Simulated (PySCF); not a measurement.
Computed with TPSSh-D3(BJ)/def2-TZVP // BP86-D3(BJ)/def2-SVP in PySCF. All species are isolated molecules in the gas phase. 

Reference species: [Cd(F)2] (neutral, multiplicity 1).

```
Quantity                                                         Value
------------------------------------------------------------  --------
charge on the central atom (Mulliken)                           1.07 e
mean distance from the central atom to its bonded neighbours   1.929 Å
HOMO                                                          -8.98 eV
HOMO–LUMO gap                                                  6.15 eV
```

Changed species: [Cd(Br)2] (2 of 2 F replaced by Br; the reference has 0 of 2 F replaced by Br).

Task: What does the change do to the charge on the central atom (Mulliken), mean distance from the central atom to its bonded neighbours, HOMO and HOMO–LUMO gap?

Result: the charge on the central atom (Mulliken) drops by 0.34 e, to 0.73 e; the mean distance from the central atom to its bonded neighbours rises by 0.491 Å, to 2.420 Å; the HOMO rises by 1.26 eV, to -7.72 eV; the HOMO–LUMO gap falls by 1.19 eV, to 4.96 eV.
